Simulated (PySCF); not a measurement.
The multiplicity is imposed and other spin states were not computed.

B3LYP has the VWN-RPA correlation part, as in Gaussian. 

# [Pt(CO)4] (charge 0, multiplicity 1)

Calculation: B3LYP-D3(BJ)/def2-TZVP // TPSS-D3(BJ)/def2-SVP (PySCF 2.14.0).

```yaml
HOMO: -7.57 eV
dipole_moment: 0.00 D
LUMO: -1.41 eV
HOMO–LUMO gap: 6.16 eV
charge on the central atom (Mulliken): 0.61 e
mean C–O bond length of the carbonyls: 1.152 Å
total_energy: -572.9899 Ha
cost: about 6 core-minutes (a rough figure)
```

```xyz
9

Pt     0.0051    -0.0059     0.0031
O     -2.6072    -0.2109     1.7391
C     -1.6497    -0.1375     1.1025
O     -0.6558     1.4506    -2.7028
C     -0.4132     0.9164    -1.7112
O      2.1798     1.6297     1.5762
C      1.3819     1.0317     0.9991
O      1.1140    -2.8861    -0.5926
C      0.7057    -1.8308    -0.3754
```
Charge 0, spin multiplicity 1.
